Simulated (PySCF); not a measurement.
NICS in isomers of C7H13N3.

NICS = −σ at a ghost point: NICS(0) at the centroid of the ring atoms, NICS(1) 1 Å to either side along the normal of their mean plane, zz for the tensor component along that normal. Level: GIAO PBE0/pcSseg-1 (PySCF, non-relativistic, gas phase) on the GFN2-xTB geometries, one conformer each. Atom numbers follow the mapped SMILES.

Question: Order these rings by mean NICS(1)zz, lowest (most negative) first (ppm).
A. ring C2–N3–N4–N6–C7 in `[CH3:1][c:2]1[n:3][n:4]([CH3:5])[n:6][c:7]1[CH:8]([CH3:9])[CH3:10]`
B. ring N6–C7–C8–N9–N10 in `[CH3:1][CH2:2][C:3]([CH3:4])([CH3:5])[n:6]1[cH:7][cH:8][n:9][n:10]1`
C. ring N6–C7–N8–N9–C10 in `[CH3:1][C:2]([CH3:3])([CH3:4])[CH2:5][n:6]1[cH:7][n:8][n:9][cH:10]1`

Answer: B (-33.9), C (-31.4), A (-30.2).

```
          SMILES                                                 ring  NICS(0)  NICS(1)  NICS(1)zz  HOMA  rms pucker (Å)  ring atoms with four or more neighbours
CCC(C)(C)n1ccnn1  5-membered ring with 3 N; formal bonds all aromatic    -12.9    -13.2      -33.9  0.95            0.00                                        0
CC(C)(C)Cn1cnnc1  5-membered ring with 3 N; formal bonds all aromatic    -11.8    -11.5      -31.4  0.89            0.00                                        0
Cc1nn(C)nc1C(C)C  5-membered ring with 3 N; formal bonds all aromatic    -12.2    -12.8      -30.2  0.98            0.00                                        0
```

NICS(0) gives another order. The isotropic NICS(1) gives another order. HOMA uses Krygowski's 1993 parameters. NICS(1) and NICS(1)zz are means over the two faces.
